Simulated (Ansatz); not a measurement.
BGaH2Si: where a starting geometry ends

The starting geometry of this gas-phase singlet was optimised with GFN2-xTB.

```xyz
5

B     0.3052    0.0510   -0.6962
Ga    1.3483   -1.4224    2.0267
Si   -0.6178   -1.1371    0.4470
H     0.5816   -0.1035   -1.8326
H     0.5958    1.0958   -0.1932
```

Task: Where would you expect an optimisation with B3LYP-D3(BJ)/def2-SVP to take it?

Result: A new bond forms, giving a structure with H5 bridging Si3 and B1, given below by its coordinates. Distances that change by over a tenth: B1–Ga2 (3.27 → 2.46 Å), Ga2–Si3 (2.54 → 2.85 Å). Contacts that close: Si3–H5 (2.62 → 1.76 Å).

The energy falls by 0.45 eV over 22 steps:

```json
{"step": "1", "E − E(last) (eV)": "0.447"}
{"step": "3", "E − E(last) (eV)": "0.365"}
{"step": "6", "E − E(last) (eV)": "0.319"}
{"step": "8", "E − E(last) (eV)": "0.298"}
{"step": "10", "E − E(last) (eV)": "0.207"}
{"step": "13", "E − E(last) (eV)": "0.131"}
{"step": "15", "E − E(last) (eV)": "0.030"}
{"step": "17", "E − E(last) (eV)": "0.006"}
{"step": "20", "E − E(last) (eV)": "0.000"}
{"step": "22", "E − E(last) (eV)": "0.000"}
```

Final geometry (Å):

```xyz
5

B     0.3584   -0.3256   -0.6184
Ga    1.6253   -1.2426    1.2814
Si   -1.0287   -0.4957    0.5511
H     1.2530   -0.2484   -1.4163
H     0.0053    0.7961   -0.0461
```

Frequencies at the end are all real (lowest 73 cm⁻¹). Run with Ansatz 0.2.0, 98 s on 1 thread of Intel(R) Xeon(R) Processor @ 2.50GHz (Skylake/Cascade Lake) (shared host).
